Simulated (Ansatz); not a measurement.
Ansatz (a quantum-chemistry and plane-wave program) input (B97M-V/def2-TZVPD):

Ansatz 0.2 input:
```yaml
crystal:
  periodic: [false, false, false]
  atoms:
    - {symbol: C, position_ang: [2.53958586, -0.15530217, -0.00402140]}
    - {symbol: C, position_ang: [1.23564468, -0.58956396, -0.21485079]}
    - {symbol: C, position_ang: [0.04394341, 0.12132755, -0.25763907]}
    - {symbol: C, position_ang: [0.06670004, 1.61330760, -0.12858270]}
    - {symbol: C, position_ang: [-1.27678525, -0.55565852, -0.41537526]}
    - {symbol: C, position_ang: [-2.16641315, -0.59885392, 0.84782084]}
    - {symbol: H, position_ang: [3.37127886, -0.84632942, -0.07127278]}
    - {symbol: H, position_ang: [2.77430958, 0.87785691, 0.22603921]}
    - {symbol: H, position_ang: [1.12617557, -1.66697834, -0.38035431]}
    - {symbol: H, position_ang: [-0.87124083, 2.06196026, -0.48611689]}
    - {symbol: H, position_ang: [0.88982220, 2.04942576, -0.71909753]}
    - {symbol: H, position_ang: [0.21879963, 1.99125850, 0.90089572]}
    - {symbol: H, position_ang: [-1.89016529, -0.07730280, -1.20730235]}
    - {symbol: H, position_ang: [-1.11420646, -1.59051643, -0.74484935]}
    - {symbol: H, position_ang: [-2.35844197, 0.41299606, 1.21686169]}
    - {symbol: H, position_ang: [-1.66188793, -1.14897173, 1.64714782]}
    - {symbol: H, position_ang: [-3.14049674, -1.07493837, 0.65393922]}
basis:
  gaussian:
    orbitals: def2-TZVPD
hamiltonian:
  xc: {name: B97M-V}
total_charge: -1
output: {forces: true}
```

Output:

```
Functional definition: B97M-V
integrals: 0.31 GiB planned
1605 factors; their error is unknown
0.55 GiB of the device are held for the grids
1.85 GiB of device memory are held for the factors and their scratch space
mean field: 2.87 GiB planned
mean field evaluation 1: about -6390.1805 eV, gradient 7.0e1 eV
mean field evaluation 2: about -6336.5504 eV, gradient 1.4e2 eV
mean field evaluation 4: about -6402.8650 eV, gradient 1.1e1 eV
mean field evaluation 8: about -6403.1696 eV, gradient 2.9e-1 eV
mean field evaluation 16: about -6403.1078 eV, gradient 4.5e-3 eV
mean field -6403.10778695 eV, -235.3098709881 hartree, gradient 6.6e-5 eV, S^2 0.000000; 1 other end points of the search recorded, 0 dependent functions left out
the calculation of the forces begins
reference -6403.10787997 eV, -235.3098744064 hartree; 24, 24 occupied and 297, 297 virtual orbitals, 1605 factors
Total energy: -6403.10787997 eV, -235.3098744064 hartree
Atom 0 at     2.539586    -0.155302    -0.004021 Å, force    -0.171751    -0.020385    -0.031929 eV/Å
Atom 1 at     1.235645    -0.589564    -0.214851 Å, force     0.048971     0.034998    -0.048091 eV/Å
Atom 2 at     0.043943     0.121328    -0.257639 Å, force    -0.180756     0.015050     0.143528 eV/Å
Atom 3 at     0.066700     1.613308    -0.128583 Å, force    -0.010627    -0.188004    -0.022725 eV/Å
Atom 4 at    -1.276785    -0.555659    -0.415375 Å, force     0.185688     0.087966     0.182078 eV/Å
Atom 5 at    -2.166413    -0.598854     0.847821 Å, force     0.170183     0.042540    -0.150093 eV/Å
Atom 6 at     3.371279    -0.846329    -0.071273 Å, force    -0.086274     0.068594     0.009030 eV/Å
Atom 7 at     2.774310     0.877857     0.226039 Å, force    -0.015378    -0.068990    -0.008037 eV/Å
Atom 8 at     1.126176    -1.666978    -0.380354 Å, force     0.002389     0.079318     0.010911 eV/Å
Atom 9 at    -0.871241     2.061960    -0.486117 Å, force     0.077788    -0.051481     0.039515 eV/Å
Atom 10 at     0.889822     2.049426    -0.719098 Å, force    -0.047919    -0.029479     0.050781 eV/Å
Atom 11 at     0.218800     1.991259     0.900896 Å, force    -0.015741    -0.045465    -0.137160 eV/Å
Atom 12 at    -1.890165    -0.077303    -1.207302 Å, force     0.013120     0.016192     0.032842 eV/Å
Atom 13 at    -1.114206    -1.590516    -0.744849 Å, force    -0.004205     0.064569     0.029725 eV/Å
Atom 14 at    -2.358442     0.412996     1.216862 Å, force     0.013298    -0.100064    -0.033599 eV/Å
Atom 15 at    -1.661888    -1.148972     1.647148 Å, force    -0.051389     0.056118    -0.065007 eV/Å
Atom 16 at    -3.140497    -1.074938     0.653939 Å, force     0.072603     0.038524    -0.001771 eV/Å
Dipole moment:    -0.695958     0.031192     0.056224 e Å
```

It need not be the lowest isomer of its formula. Whether it binds its extra electron was not tested at this geometry.
